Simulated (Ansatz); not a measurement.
System: SiS, charge 0, singlet. SiS (sulfanylidenesilicon, SMILES [Si]=S).
B3LYP-D3(BJ)/def2-TZVP minimum from Ansatz (a program for electronic structure):
```xyz
2

Si     0.0000     0.0000    -1.0336
S      0.0000     0.0000     0.9044
```
Charge 0, spin multiplicity 1.

Hartree-Fock and MP2 correlation energies in hartree (Ansatz). Open shells are spin-unrestricted; no spin-orbit coupling. Cores are frozen in correlated methods. No relativity. The T1 diagnostic of SSi ([Si]=S, singlet) reaches 0.025 in the sets run.

```
basis        X       E(HF)  E(corr, MP2)
-----------  -  ----------  ------------
cc-pV(T+d)Z  3  -686.50903      -0.26000
cc-pV(Q+d)Z  4  -686.51465      -0.28170
cc-pV(5+d)Z  5  -686.51561      withheld
```

Task: Fit E(corr) = E∞ + A/X³ to X = 3 and 4, predict X = 5, and compare with the run.

Result: A = (-0.26000 - (-0.28170))/(1/27 - 1/64) = 1.0134; E∞ = -0.28170 - A/64 = -0.29754; at X = 5, E∞ + A/125 = -0.28943. The run gave -0.29131, 1.88 mEh below the prediction. The same form on X = 4 and 5 gives E∞ = -0.30139, 3.86 mEh below the first estimate.
